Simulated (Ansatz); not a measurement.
Cost and result for the atomization energy of `CC1(C)CCCC(C)(C)N1` (29 atoms, 29 bonds).

```xyz
29

C    -1.260   -1.428   -1.004
C    -0.532   -0.087   -1.179
C    -1.260    0.702   -2.261
C     0.936   -0.329   -1.607
C     1.932   -0.069   -0.482
C     1.364   -0.523    0.849
C     0.140    0.318    1.236
C    -0.774   -0.471    2.176
C     0.595    1.583    1.963
N    -0.528    0.759    0.009
H    -0.742   -2.089   -0.308
H    -1.327   -1.952   -1.962
H    -2.277   -1.271   -0.634
H    -1.237    0.164   -3.213
H    -0.789    1.677   -2.396
H    -2.310    0.859   -1.993
H     1.179    0.309   -2.462
H     1.035   -1.362   -1.956
H     2.876   -0.578   -0.694
H     2.158    1.000   -0.430
H     2.110   -0.446    1.645
H     1.090   -1.582    0.785
H    -1.156   -1.377    1.705
H    -0.236   -0.763    3.083
H    -1.629    0.140    2.483
H    -0.258    2.242    2.148
H     1.315    2.137    1.358
H     1.052    1.342    2.926
H    -1.462    1.090    0.214
```

The species carries charge 0 and has multiplicity 1. The structure was optimised at the PBE0-D4/def2-TZVP level. Program: Ansatz. All runs use 4 threads of an AMD EPYC 7R13 on a shared host and a share of an NVIDIA H100 80 GB. Times are those of one run each, without the atoms' runs, and a repeat can differ threefold. Electronic energies, without spin–orbit coupling; frozen cores. CCSD(T)/CBS adds CCSD(T) − MP2 in def2-TZVPP to the MP2 limit, and its time is that of the two runs behind it. T1 = 0.009. B3LYP takes the VWN-RPA correlation (the form of Gaussian; ORCA's B3LYP/G).

CCSD(T)/CBS is a level of theory with its own doubt, some kJ/mol a heavy atom from the limit and from the frozen cores, so smaller differences don't rank the functionals.

```csv
level,functions,wall time,atomization (kcal/mol),difference from CCSD(T)/CBS,per bond
B3LYP-D4/def2-TZVPP (with forces),576,9.5 s,2812.6,1.8,0.1
PBE0-D4/def2-TZVPP,576,11 s,2836.5,25.7,0.9
B2PLYP/def2-TZVPP,576,12 s,2780.5,-30.3,-1.0
PBE-D4/def2-TZVPP (with forces),576,13 s,2869.2,58.4,2.0
ωB97X-V/def2-TZVPP,576,14 s,2818.6,7.8,0.3
r2SCAN-D4/def2-TZVPP (with forces),576,15 s,2815.4,4.6,0.2
ωB97M-V/def2-TZVPP (with forces),576,16 s,2821.2,10.4,0.4
MP2/def2-QZVPP,1140,54 s,2818.4,7.6,0.3
CCSD(T)/def2-TZVPP,576,5.3 min,2750.6,-60.2,-2.1
CCSD(T)/CBS(def2),–,6.2 min,2810.8,0.0,0.0
```

In def2-TZVPP, CCSD(T) changes the Hartree–Fock value by +657.8 kcal/mol (the triples alone add +36.9 kcal/mol) and MP2 by +690.3 kcal/mol; breaking electron pairs costs correlation energy, which Hartree–Fock lacks. The D4 term adds +30.6 kcal/mol with B3LYP and +16.7 kcal/mol with PBE0; it sums over pairs of atoms, weighted by their polarisabilities, and B3LYP, whose exchange is more repulsive, gets the larger term. From PBE to PBE0 (25 % exact exchange), in def2-TZVPP and without D4, the atomization energy moves by −29.9 kcal/mol: exact exchange takes away binding that semilocal exchange gives to molecules.
